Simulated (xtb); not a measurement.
Species: H3ClSi, SMILES `[SiH3]Cl` (charge 0, multiplicity 1).

Task: Give a relaxed geometry from xtb 6.7.1 with GFN2-xTB.

Result: the end point of this relaxation (outside a Z-matrix the atoms follow the SMILES, hydrogens last).
Z-matrix (Å, degrees):
```
Si
H 1 1.4586
H 1 1.4586 2 110.75
H 1 1.4586 2 110.75 3 -123.27
Cl 1 2.0104 2 108.16 4 -118.37
```
